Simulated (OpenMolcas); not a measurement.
Re2+ among 3 point charges of -2 e arranged as a planar triangle (D3h), 2.03 Å from the ion.
```
   2.0300    0.0000    0.0000  -2.00
  -1.0150    1.7580    0.0000  -2.00
  -1.0150   -1.7580    0.0000  -2.00
```

```json
{"Program": "OpenMolcas", "Method": "CASSCF", "Basis": "ANO-RCC-VTZP [8s7p5d3f2g1h]", "Scalar Hamiltonian": "DKH2, point nucleus", "Active space": "5 electrons in 5 orbitals (5d)", "State averaging": "2S+1 = 6 even, 1 root; 2S+1 = 4 even, 24 roots; 2S+1 = 2 even, 75 roots", "Spin-orbit coupling": "RASSI with atomic mean-field integrals over the reference wave functions"}
```

(1) What is the spin-free ground state (labels of D3, the rotations of D3h)?

(2) What are the lowest two levels with spin-orbit coupling?

(3) What is χT at 300 K?

## Answers

(1) 6A1, 1-fold in its orbital part, 100 % from free-ion S terms; it has the highest spin that d5 allows.

(2) A 2-fold level with g = 0.37, 2.58, 2.58, then a 2-fold level 973.4 cm-1 above it. Their leading multiplicities are 4 (65 %) and 6 (72 %).

(3) 1.09 cm3 K/mol.

Spin-orbit coupling mixes the spin-free states strongly: the lowest level takes only 49 % from its leading state, 4E, which lies 2071 cm-1 above the lowest spin-free state. Without dynamic correlation the repulsion within the d shell is too large (B by tens of per cent), so at a given field states of lower spin stand too high. This shell can be high or low spin here, a state of another spin lies low, and with metal d orbitals alone active their balance is uncertain, so the ground spin may be wrong. Point charges give a weaker field than real ligands, and real ions of this kind are as a rule low spin; the high spin found here belongs to the model. This is an electrostatic model: the charges have no orbitals. No measured value stands beside these numbers.
